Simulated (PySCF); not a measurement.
# Rb: excitation energy

Rb [Kr] 5s1 (2S) → Rb [Kr] 4d1 (2D), as a difference of total energies. All numbers are calculated (PySCF 2.14, scalar relativity by spin-free X2C-1e, in x2c-TZVPPall with one added diffuse shell each of s, p, d, f type (9s7p7d3f1g, 95 functions)). Correlated levels: valence and next inner shell: [Ar] 3d10 frozen. The calculations carry no spin-orbit coupling.

```json
{"method": "UHF", "excitation energy (eV)": "2.181"}
{"method": "MP2 (valence and next inner shell)", "excitation energy (eV)": "2.388"}
{"method": "SCS-MP2 (valence and next inner shell)", "excitation energy (eV)": "2.350"}
{"method": "CCSD (valence and next inner shell)", "excitation energy (eV)": "2.365"}
{"method": "CCSD(T) (valence and next inner shell)", "excitation energy (eV)": "2.383"}
```

**Question.** How much does correlation contribute at CCSD(T) (valence and next inner shell)?

**Answer.** 2.383 − (2.181) = 0.202 eV, measured against UHF.

Errors of the correlated levels include the incompleteness of this basis and the frozen core.

The coupled-cluster amplitudes are large for the upper state (T1 above 0.03 or a double amplitude above 0.15), so a single reference is strained.

For comparison: 2.400 eV (measured; NIST levels, between the centres of gravity of the two terms).
